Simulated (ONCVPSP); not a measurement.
## Pb: ONCV pseudisation with PBE, scalar-relativistic reference atom.

Pb, optimised norm-conserving Vanderbilt (ONCV), made with ONCVPSP 4.0.1 (PBE, scalar-relativistic). Core [Xe], reference 4f14 5d10 6s2 (charge +2). Waves: 6s: rc 2.10 bohr, ncon 4, nbas 8, qcut 3.2 1/bohr, 2 projectors, debl 3.1 Ha; p scattering state at 0.14 Ha: rc 1.95 bohr, ncon 4, nbas 9, qcut 4.5 1/bohr, 2 projectors, debl 1.9 Ha; 5d: rc 1.80 bohr, ncon 4, nbas 8, qcut 9.9 1/bohr, 2 projectors, debl 3.1 Ha; 4f: rc 0.60 bohr, ncon 3, nbas 8, qcut 32 1/bohr, 2 projectors, debl 3 Ha. Local part: polynomial inside 0.40 bohr (lpopt 5, dvloc0 2 Ha). Core correction: none.

In the p channel the program set the typed energies aside and used 0.050, 1.950 Ha. In the f channel the program set the typed energies aside and used -5.501, 0.250 Ha.

Task: Does the generator finish with these settings?

Result: Yes, a potential is produced and its reference levels are reproduced.

Task: Estimate the cutoffs (Ha) at which the residual kinetic energy of the hardest occupied pseudo-wave falls to 1 and 0.1 mHa per electron.

Result: 403 Ha and 441 Ha.

Task: What does a ghost test show?

Result: Ghosts flagged at negative energy: s at -2482.5 eV, s at -639.5 eV, p at -972.5 eV, p at -67.2 eV, d at -212.9 eV; GHOST(+) flagged for s at 58.0 eV, p at 410.5 eV. A true bound ghost makes a file unfit for plane-wave use.

Task: Which valence shell sets the plane-wave cutoff?

Result: 4f: 403 Ha for 1 mHa per electron, against 27 Ha for 5d.

Task: Tests: 4f14 5d10 6s2 6p2; 4f14 5d10 6s2 6p1; 4f14 5d10 6s1; 4f13 5d10 6s2 6p2. Which has the largest error in its energy relative to the reference configuration, and how large is it?

Result: 4f13 5d10 6s2 6p2, with -2343 meV (all-electron minus pseudo) on +126.33 eV.
